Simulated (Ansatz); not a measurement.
`[NH2][In]([F])[CH]=O` and `[NH2][In]([F])[F]` differ in one atom or group.

Ansatz, PBE0-D4/def2-TZVP geometries, multiplicity 1. Each molecule was computed in one conformer, which needn't be the lowest.

Elements past krypton have def2 core potentials.

```
                                        property  `[NH2][In]([F])[CH]=O`
             LUMO energy (B3LYP/def2-TZVPP) / eV                   -2.63
               HOMO energy (PBE/def2-TZVPP) / eV                   -5.86
             HOMO–LUMO gap (PBE/def2-TZVPP) / eV                    2.49
           HOMO–LUMO gap (B3LYP/def2-TZVPP) / eV                    4.34
size of the dipole moment (B3LYP/def2-TZVPP) / D                    1.85
            HOMO–LUMO gap (PBE0/def2-TZVPP) / eV                    4.79
```

Question: What does the change do to each property? (Estimate.)

Answer: Computed: 
```csv
property,`[NH2][In]([F])[F]`,shift
LUMO energy (B3LYP/def2-TZVPP) / eV,-2.63,0.00
HOMO energy (PBE/def2-TZVPP) / eV,-6.98,-1.12
HOMO–LUMO gap (PBE/def2-TZVPP) / eV,3.80,1.31
HOMO–LUMO gap (B3LYP/def2-TZVPP) / eV,5.55,1.21
size of the dipole moment (B3LYP/def2-TZVPP) / D,3.87,2.02
HOMO–LUMO gap (PBE0/def2-TZVPP) / eV,6.16,1.37
```

With PBE0 the HOMO falls by 1.27 eV and the LUMO rises by 0.10 eV, so the gap widens by about 1.37 eV. PBE moves the HOMO by -1.12 eV and ωB97M-V by -1.46 eV. The zero-point energy changes by -40.4 kJ/mol with -6 modes. Dipoles are sizes alone; their direction can turn.

B3LYP here is the variant with VWN-RPA as its local correlation; programs differ in this.
